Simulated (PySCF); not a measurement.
## Orbital picture of GeTe⁺

BP86 at R = 2.499 Å; PySCF, scalar-relativistic core potentials, basis sets Ge def2-SVP, Te def2-SVP with ECP28. State: ²Π (doublet), unpaired electrons π ↑. Only the outer orbitals are listed, counted within each symmetry, core potentials removing the inner ones.

| spin | orbital | occ. | ε (eV) | on Ge (%) | main shells (%) |
| --- | --- | --- | --- | --- | --- |
| α | 10σ | 1 | -22.40 | 17 | 81 Te s, 13 Ge s |
| α | 11σ | 1 | -17.99 | 74 | 74 Ge s, 16 Te s, 9 Te p |
| α | 6π | 1 | -13.01 | 16 | 83 Te p, 15 Ge p |
| α | 12σ | 1 | -12.73 | 45 | 53 Te p, 33 Ge p, 12 Ge s |
| α | 6π | 1 | -12.27 | 21 | 78 Te p, 20 Ge p |
| α | 7π | 0 | -9.90 | 83 | 83 Ge p, 16 Te p |
| α | 7π | 0 | -9.50 | 78 | 78 Ge p, 21 Te p |
| α | 13σ | 0 | -6.68 | 63 | 62 Ge p, 34 Te p |
| β | 10σ | 1 | -21.88 | 20 | 78 Te s, 16 Ge s |
| β | 11σ | 1 | -17.79 | 73 | 73 Ge s, 18 Te s, 8 Te p |
| β | 12σ | 1 | -12.54 | 46 | 52 Te p, 35 Ge p, 10 Ge s |
| β | 6π | 1 | -12.02 | 26 | 73 Te p, 25 Ge p |
| β | 6π | 0 | -11.95 | 27 | 73 Te p, 25 Ge p |
| β | 7π | 0 | -9.45 | 74 | 74 Ge p, 25 Te p |
| β | 7π | 0 | -9.42 | 73 | 73 Ge p, 26 Te p |

Question: Which are the highest filled and the lowest empty level, where do they sit, and how wide is the gap?

Answer: Highest filled β 6π at -12.02 eV (in %: 73 Te p, 25 Ge p); lowest empty β 6π at -11.95 eV (in %: 73 Te p, 25 Ge p); the gap at BP86 is 0.07 eV. Both belong to one degenerate shell, split only by its one-sided filling, so this is no excitation gap.

The bond order (Mayer) is 1.89, the ⟨S²⟩ is 0.754 and the charge on Ge (Mulliken, basis-dependent) is 0.62. The charge on Ge (Löwdin, basis-dependent) is 0.50 and the dipole moment (positive dipole points towards Te; it is taken about the centre of mass and depends on that origin) is -2.47 D.

Spin–orbit coupling is left out. The state is the lowest determinant that a PBE0 search found; another state may lie lower at other levels.
